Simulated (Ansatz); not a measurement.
Consider the formal loss of a carbene: `COB(C)O` → `[CH2]` (triplet) + `CB(O)O`.

Gas-phase electronic energies from Ansatz, PBE0-D4/def2-TZVP geometries. CCSD(T)/CBS adds triple-zeta CCSD(T) − MP2 to the extrapolated MP2 energy (def2 sets, frozen cores). This one scheme is used for every species. Functionals use def2-TZVPP. Triplets are unrestricted, without spin–orbit coupling. One conformer a species, not always the lowest.

| level | ΔE (kcal/mol) | difference from CCSD(T)/CBS |
| --- | --- | --- |
| LDA (SPW92) | 111.7 | 18.1 |
| r2SCAN0-D4 | 87.6 | -6.0 |
| CAM-B3LYP-D4 | 94.6 | 1.0 |
| PBE-QIDH | 92.5 | -1.1 |
| PBE0 | 92.0 | -1.6 |
| CCSD/def2-SVP | 89.5 | -4.1 |
| SCS-MP2/def2-TZVPP | 94.5 | 0.9 |
| SCS-MP2/def2-QZVPP | 96.0 | 2.4 |
| HF/CBS(def2) | 60.7 | -32.9 |
| CCSD/CBS(def2) | 91.0 | -2.6 |
| CCSD(T)/CBS | 93.6 | 0 |

Largest T1 diagnostic among the species: 0.012.

The D4 term adds +2.4 kcal/mol with B3LYP and +1.3 kcal/mol with PBE0; it sums over pairs of atoms, weighted by their polarisabilities, and B3LYP, whose exchange is more repulsive, gets the larger term. From BLYP to BHLYP (50 % exact exchange), in def2-TZVPP and without D4, ΔE moves by −1.4 kcal/mol.

B3LYP here is the variant with VWN-RPA as its local correlation; programs differ in this.
